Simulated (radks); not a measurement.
Initial-state core-level shifts of neutral aluminium when its valence configuration changes from [Ne] 3s2 3p1. Method: scalar-relativistic Kohn-Sham, PBE, spin-polarised, spherical densities, finite nucleus; open shells are filled with parallel spins first; Fermi nuclear charge, rms radius 3.061 fm; computed with a radial shooting solver on a logarithmic mesh with Libxc functionals. Shifts are changes of the shell-averaged eigenvalues in eV (positive: less bound); the change of the density at the nucleus, which sets a Mossbauer isomer shift, is in e/bohr^3, on a base of 1506.

| valence | 1s | 2s | 2p | density at nucleus |
|---|---|---|---|---|
| 3p3 | -2.965 | -2.909 | -2.882 | -6.0058 |
| 3s1.5 3p1.5 | -0.697 | -0.684 | -0.679 | -1.3856 |
| 3s1 3p2 | -1.208 | -1.202 | -1.187 | -2.8803 |
| 3s0.5 3p2.5 | -2.097 | -2.066 | -2.045 | -4.4221 |
